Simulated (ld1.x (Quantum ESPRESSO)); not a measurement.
zirconium (Zr): from the effect back to the setting (RRKJ)

Base potential:

ld1.x (Quantum ESPRESSO) 7.5 input, shortened:

```
&input
   title='Zr', zed=40., rel=1, dft='PZ', iswitch=3,
   config='[Kr] 4d2 5s2 5p0'
 /
 &inputp
   pseudotype=2, tm=.false., rho0=0.005, lloc=0,
   nlcc=.false.
 /
3
4P  2  1   6.00   0.00  1.65  1.65  0.0
4D  3  2   2.00   0.00  2.55  2.55  0.0
4S  1  0   2.00   0.00  1.70  1.70  0.0
 &test
   configts(1)='4s2 4p6 4d2 5s2 5p0'
 /
```

Occupied shells without a wave of their own: 5s. They enter only through the test configuration that unscreens the potential.

Cutoffs, loose and tight: the cutoffs (Ry, on a coarse ladder) from which the occupation-weighted sum of valence levels, in a spherical-Bessel basis at the reference potential, stays within 10 and 1 mRy of its value at 400 Ry. They do not see the model core or the augmentation charge, which bear on the density cutoff. Test errors are all-electron minus pseudo excitation energies from the reference, over the configurations 4s2 4p6 4d2 5s1 5p0; 4s2 4p6 4d2 5s0 5p0; 4s2 4p6 4d1 5s0 5p0; 4s2 4p6 4d2 5s1 5p1; 4s2 4p6 4d1 5s2 5p0; 4s2 4p6 4d2 5s0 5p1; 4s2 4p6 4d0 5s0 5p0 (two spin-polarised tests are not counted in the largest error); variants that change the core or the reference have their own tests.

Only the s radius is moved (3 further runs of the sweep failed or gave no value and are left out):

```tsv
s radius (bohr)	cutoff, loose	cutoff, tight	bound ghosts	largest test error (meV)
1.14	80 Ry	160 Ry	none	-216
1.58	55 Ry	90 Ry	none	-1619
1.68	50 Ry	80 Ry	none	-2359
1.98	45 Ry	70 Ry	none	-6948
```

Question: One more run gave cutoff, loose: 70 Ry; cutoff, tight: 140 Ry; bound ghosts: none; largest test error (meV): -444. Which value of the s radius was used?

Answer: 1.36 bohr. The loose cutoff moves one way along this sweep, from 80 Ry at 1.14 to 45 Ry at 1.98 bohr, which places the run between 1.14 and 1.58 bohr.
